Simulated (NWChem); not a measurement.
Species: C$_{3}$H$_{3}$ClF$_{2}$; SMILES FC(/C=C/Cl)F

```xyz
9

F     -0.9203     2.3211    -0.3534
C     -0.0541     1.5640     0.3905
F      1.2026     1.7320    -0.1196
C     -0.4734     0.1258     0.3336
C      0.3672    -0.8380    -0.0292
Cl    -0.0834    -2.5189    -0.0957
H     -0.0573     1.9712     1.4092
H     -1.5005    -0.0831     0.6175
H      1.3962    -0.6556    -0.3127
```
Atoms are numbered in this order, from 1.

All runs: NWChem. All runs use the structure optimised with B3LYP/6-31G* (spherical d). Total energies of different functionals are on different scales.

```tsv
level	energy (Ha)	highest occupied level (eV)	orbital gap (eV)	dipole (D)	relative time
PBE/def2-TZVP	-775.6074	-6.79	4.91	1.37	1
B3LYP/def2-TZVP	-776.1482	-7.76	6.63	1.49	1
PW6B95/def2-TZVP	-776.8430	-8.09	7.26	1.51	1
BLYP/def2-TZVP	-776.0667	-6.63	4.88	1.41	1
LDA (Slater exchange, VWN5)/def2-TZVP	-772.3292	-6.98	4.84	1.43	1
CAM-B3LYP/def2-TZVP	-776.0375	-9.32	9.56	1.54	10
```

The last column is a rough cost ratio, cheapest run = 1.
